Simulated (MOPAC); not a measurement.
Input file for MOPAC: PM3 on CH4Mg (SMILES [CH3][MgH]), a point of a bond scan (R = 2.301 Å).

```
PM3 1SCF PRECISE CHARGE=0 THREADS=1
CH4Mg

Mg    -0.72811638 1    -0.38870869 1    -0.10748715 1
H     -2.74097557 1    -1.46328397 1    -0.40463265 1
C      1.09920338 1     0.58681540 1     0.16226835 1
H      1.57194580 1     0.30753294 1     1.10855994 1
H      0.98072795 1     1.67440410 1     0.17040784 1
H      1.80862578 1     0.34636524 1    -0.63513709 1
```

Output:

```
*******************************************************************************
 **                                                                           **
 **                              MOPAC v23.2.5                                **
 **                                                                           **
 *******************************************************************************
 ** MOPAC's Digital Object Identifier: https://doi.org/10.5281/zenodo.6511958 **
 **                                                                           **
 ** Please cite the open-source release paper for use of this MOPAC version:  **
 ** J. E. Moussa and J. J. P. Stewart (2026)                                  **
 ** MOPAC: An open-source semiempirical molecular orbital program             **
 ** J. Open Source Softw., 11(119), 8025, https://doi.org/10.21105/joss.08025 **
 *******************************************************************************

                              PM3 CALCULATION RESULTS

 *******************************************************************************
 *  PM3        - The PM3 Hamiltonian to be used
 *
 *
 *
 *                 CHARGE ON SYSTEM = 0
 *
 *
 *
 *  PRECISE    - TIGHTER CRITERIA TO BE USED
 *  1SCF       - DO 1 SCF AND THEN STOP
 *  THREADS=1  - MULTI-THREADING NOT USED
 *  T=         - A TIME OF 172800.0 SECONDS REQUESTED
 *  DUMP=N     - RESTART FILE WRITTEN EVERY 7200.0 SECONDS REQUESTED
 *******************************************************************************
PM3 1SCF PRECISE CHARGE=0 THREADS=1
 CH4Mg

   ATOM   CHEMICAL          X               Y               Z
  NUMBER   SYMBOL      (ANGSTROMS)     (ANGSTROMS)     (ANGSTROMS)

     1      Mg         -0.72811638  *  -0.38870869  *  -0.10748715  *
     2       H         -2.74097557  *  -1.46328397  *  -0.40463265  *
     3       C          1.09920338  *   0.58681540  *   0.16226835  *
     4       H          1.57194580  *   0.30753294  *   1.10855994  *
     5       H          0.98072795  *   1.67440410  *   0.17040784  *
     6       H          1.80862578  *   0.34636524  *  -0.63513709  *



          CARTESIAN COORDINATES

    NO.       ATOM           X           Y           Z

     1        Mg         -0.7281     -0.3887     -0.1075
     2         H         -2.7410     -1.4633     -0.4046
     3         C          1.0992      0.5868      0.1623
     4         H          1.5719      0.3075      1.1086
     5         H          0.9807      1.6744      0.1704
     6         H          1.8086      0.3464     -0.6351

  H: (PM3): J. J. P. STEWART, J. COMP. CHEM. 10, 209 (1989).
  C: (PM3): J. J. P. STEWART, J. COMP. CHEM. 10, 209 (1989).
 Mg: (PM3): J. J. P. STEWART, J. COMP. CHEM. 12, 320-341 (1991).

           Empirical Formula: C H4 Mg  =     6 atoms



      MOLECULAR POINT GROUP   :   C3v


      RHF CALCULATION, NO. OF DOUBLY OCCUPIED LEVELS = 5


 -------------------------------------------------------------------------------
 PM3 1SCF PRECISE CHARGE=0 THREADS=1
 CH4Mg



     1SCF WAS SPECIFIED, SO BFGS WAS NOT USED
     SCF FIELD WAS ACHIEVED


                              PM3 CALCULATION
                                                       MOPAC v23.2.5 Linux




          FINAL HEAT OF FORMATION =         61.72623 KCAL/MOL =     258.26253 KJ/MOL


          COSMO AREA              =         90.18 SQUARE ANGSTROMS
          COSMO VOLUME            =         68.30 CUBIC ANGSTROMS

          IONIZATION POTENTIAL    =          9.388511 EV
          HOMO LUMO ENERGIES (EV) =         -9.389 -0.874
          NO. OF FILLED LEVELS    =          5
          MOLECULAR WEIGHT        =         40.3476         POINT GROUP:  C3v

          MOLECULAR DIMENSIONS (Angstroms)

            Atom       Atom       Distance
            H     4    H     2     4.90172
            H     6    H     5     1.76011
            H     2    H     5     1.49119


          SCF CALCULATIONS        =          1





   ATOM   CHEMICAL          X               Y               Z
  NUMBER   SYMBOL      (ANGSTROMS)     (ANGSTROMS)     (ANGSTROMS)

     1      Mg         -0.72811638  *  -0.38870869  *  -0.10748715  *
     2       H         -2.74097557  *  -1.46328397  *  -0.40463265  *
     3       C          1.09920338  *   0.58681540  *   0.16226835  *
     4       H          1.57194580  *   0.30753294  *   1.10855994  *
     5       H          0.98072795  *   1.67440410  *   0.17040784  *
     6       H          1.80862578  *   0.34636524  *  -0.63513709  *

                             CARTESIAN COORDINATES

   1   Mg       -0.728116380    -0.388708690    -0.107487150
   2    H       -2.740975570    -1.463283970    -0.404632650
   3    C        1.099203380     0.586815400     0.162268350
   4    H        1.571945800     0.307532940     1.108559940
   5    H        0.980727950     1.674404100     0.170407840
   6    H        1.808625780     0.346365240    -0.635137090


           Empirical Formula: C H4 Mg  =     6 atoms



      MOLECULAR POINT GROUP   :   C3v


                  EIGENVALUES
 -27.87393 -13.10703 -13.10702 -10.04835  -9.38851  -0.87350  -0.87350  -0.20364
   0.96713   4.82318   4.94018   4.94018


              NET ATOMIC CHARGES AND DIPOLE CONTRIBUTIONS

  ATOM NO.   TYPE          CHARGE      No. of ELECS.   s-Pop       p-Pop
    1         Mg           0.283517        1.7165     0.84795     0.86853
    2          H          -0.104192        1.1042     1.10419
    3          C          -0.269746        4.2697     1.18459     3.08515
    4          H           0.030140        0.9699     0.96986
    5          H           0.030141        0.9699     0.96986
    6          H           0.030140        0.9699     0.96986
 DIPOLE           X         Y         Z       TOTAL
 POINT-CHG.    -0.413    -0.220    -0.061     0.472
 HYBRID         0.704     0.376     0.104     0.805
 SUM            0.291     0.155     0.043     0.333


          ATOMIC ORBITAL ELECTRON POPULATIONS

     Atom    s        px        py        pz
    1 Mg   0.84795   0.64633   0.19429   0.02791
    2  H   1.10419
    3  C   1.18459   1.06900   1.01754   0.99861
    4  H   0.96986
    5  H   0.96986
    6  H   0.96986

 **********************
 *                    *
 * JOB ENDED NORMALLY *
 *                    *
 **********************




 == MOPAC DONE ==
```

The run finished.

Cost: about 0.03 core-seconds (a rough figure).
